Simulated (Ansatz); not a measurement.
HClSi, charge +1, doublet, at a GFN2-xTB geometry (a state made from the parent by changing its charge; the spin is typed, not shown lowest); B97M-V/STO-3G run with Ansatz (a program for electronic structure).

Here is a job for Ansatz.
Ansatz 0.2 input:
```yaml
crystal:
  periodic: [false, false, false]
  atoms:
    - {symbol: Si, position_ang: [0.86135093, -0.21951955, 0.44274278]}
    - {symbol: H, position_ang: [2.20871354, -0.51186238, -0.05259738]}
    - {symbol: Cl, position_ang: [-0.83927215, 0.21089035, -0.36151774]}
basis:
  gaussian:
    orbitals: STO-3G
hamiltonian:
  xc: {name: B97M-V}
total_charge: 1
magnetization: {spin_polarized: true, initial_magnetization: 1}
accuracy: high
```

What the program printed (banner, timings and long lists left out):

```
Functional definition: B97M-V
319 factors; integrals over basis functions are off by at most 5.3e-9 eV
mean field evaluation 1: about -20175.1290 eV, gradient 1.6e1 eV
mean field evaluation 2: about -20145.8385 eV, gradient 6.4e1 eV
mean field evaluation 4: about -20178.2874 eV, gradient 8.5e-1 eV
mean field evaluation 8: about -20178.2821 eV, gradient 2.7e-3 eV
mean field evaluation 16: about -20178.2821 eV, gradient 9.6e-8 eV
mean field -20178.28213125 eV, -741.5381909925 hartree, gradient 8.3e-8 eV, S^2 0.753681; 0 other end points of the search recorded, 0 dependent functions left out
reference -20178.28213370 eV, -741.5381910825 hartree; 16, 15 occupied and 3, 4 virtual orbitals, 319 factors
Total energy: -20178.28213370 eV, -741.5381910825 hartree
```
